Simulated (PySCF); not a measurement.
CH3ClF2SSi, SMILES CS[Si](F)(F)Cl.

Coordinates come from a ωB97X-D3(BJ)/def2-SVP optimisation. This is a generated structure with no PubChem entry under its InChIKey; it may be hypothetical. The values are those of a single conformer.

Computed with PySCF with TDA-PBE/def2-SVPD.

Vertical excitations. Isolated molecule, no solvent.

Problem. List the lowest excited states. (Estimate from the structure and the level; the computed values follow.)

Solution. 
```csv
state,energy (eV),λ (nm),f,main pairs
S1,5.30,234,0.004,HOMO→LUMO 99 %
S2,5.84,212,0.014,HOMO→LUMO+1 97 %
S3,6.79,182,0.007,"HOMO→LUMO+2 71 %, HOMO−1→LUMO 17 %"
S4,6.86,181,0.007,HOMO→LUMO+3 90 %
S5,7.02,177,0.009,"HOMO→LUMO+4 80 %, HOMO−1→LUMO 19 %"
S6,7.24,171,0.008,"HOMO−2→LUMO 65 %, HOMO−1→LUMO 13 %"
S7,7.33,169,0.044,"HOMO−2→LUMO 30 %, HOMO−3→LUMO 28 %, HOMO−1→LUMO 16 %, HOMO−1→LUMO+1 12 %"
S8,7.41,167,0.016,HOMO→LUMO+5 94 %
S9,7.55,164,0.119,HOMO−1→LUMO+1 80 %
S10,7.58,164,0.016,"HOMO−3→LUMO 49 %, HOMO→LUMO+6 26 %, HOMO−1→LUMO 12 %"
T1,4.96,250,0,HOMO→LUMO 99 %
T2,5.47,227,0,HOMO→LUMO+1 98 %
T3,6.30,197,0,"HOMO→LUMO+2 77 %, HOMO−1→LUMO 16 %"
T4,6.50,191,0,"HOMO−1→LUMO 78 %, HOMO→LUMO+2 18 %"
```
Triplets are in the Tamm–Dancoff approximation.
